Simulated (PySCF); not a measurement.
A GIAO shielding run with PySCF 2.14 (density fitting, non-relativistic, gas phase) on `InChI=1S/C5H13F2NSi/c1-5(8-2,9-3)4(6)7/h4,8H,9H2,1-3H3/t5-/m0/s1`:

```
$ OMP_NUM_THREADS=1 python probes_run.py task.json out

{"job": {"kind": "nmr", "xc": "PBE0", "basis": "pcSseg-1"}, "charge": 0, "multiplicity": 1}
C     -2.079335     0.555774     1.125643
N     -0.971466     0.784673     0.211371
C     -0.177418    -0.373686    -0.194916
C     -0.959231    -1.450002    -0.954921
Si     1.253046     0.367812    -1.260333
C      2.272767     1.540438    -0.180009
C      0.452723    -0.980393     1.047273
F      1.561212    -1.702975     0.721920
F     -0.351869    -1.858736     1.702317
H     -2.545130     1.518810     1.331632
H     -2.846060    -0.124877     0.735577
H     -1.704608     0.149127     2.062944
H     -1.336209     1.224695    -0.627761
H     -1.389504    -1.027224    -1.860759
H     -1.759598    -1.867129    -0.345403
H     -0.287996    -2.258593    -1.233260
H      0.582517     1.101785    -2.343839
H      2.060170    -0.714913    -1.824931
H      2.928928     2.148761    -0.793493
H      2.895191     0.990244     0.519557
H      1.632282     2.207037     0.390186
H      0.759176    -0.211242     1.770357
```

Hardware: 1 thread of an Arm Neoverse V1, shared host. The job also computes population analyses, field gradients.

(1) How large is the calculation?

(2) How long does it take, and how much memory does it need?

Results:

(1) 82 electrons, 225 basis functions and 1184 auxiliary functions.

(2) 54 s of wall time, with 12 SCF cycles and 4 response iterations; peak memory 1.1 GiB. Times on a shared host scatter by some tens of per cent.
